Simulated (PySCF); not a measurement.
## Two-component Hartree-Fock for Er⁴⁰⁺ (erbium, charge +40)

Start: [Ar] 3d10. Calculated with PySCF 2.14 in an uncontracted even-tempered set (16 s from 8.5 bohr⁻², ratio 2.8; 13 p from 11 bohr⁻², ratio 2.8; 8 d from 11 bohr⁻², ratio 2.8; 3 f from 44 bohr⁻², ratio 3): generalised Hartree-Fock with the X2C-1e Hamiltonian and a Gaussian nucleus; one run each with spin-orbit coupling (SO) switched off, then screened by Boettger's factors.

```
spinor shell  electrons  ε, spin-free (eV)  ε, screened SO (eV)  weight of nominal j (screened SO)  rms radius, screened SO (bohr)
       1s1/2          2           -59627.1             -59614.9                              1.000                          0.0231
       2s1/2          2           -11637.6             -11634.0                              1.000                          0.0934
       2p1/2          2           -10505.2             -11158.5                              1.000                          0.0796
       2p3/2          4           -10505.2             -10232.1                              1.000                          0.0864
       3s1/2          2            -3960.1              -3959.2                              1.000                           0.236
       3p1/2          2            -3607.1              -3753.0                              1.000                           0.227
       3p3/2          4            -3607.1              -3545.3                              1.000                           0.240
       3d3/2          4            -3180.1              -3207.0                              1.000                           0.211
       3d5/2          6            -3180.1              -3161.7                              1.000                           0.215
```

| quantity | spin-free | screened SO |
| --- | --- | --- |
| E (hartree) | -12062.80701 | -12073.31019 |
| M_J | 0 | 0 |
| ⟨J²⟩ | 0.000 | 0.000 |
| ⟨L²⟩ | 0.000 | 0.042 |
| ⟨S²⟩ | 0.000 | 0.042 |

Breit and QED terms are absent; they matter most for the inner s and p1/2 levels.

Densities and radii are taken from the X2C orbitals without a picture-change correction, which distorts them close to the nucleus.

Without spin-orbit coupling the j labels of p, d and f shells carry no meaning; the spin-free column gives the mean over the occupied spinors of each nl shell.
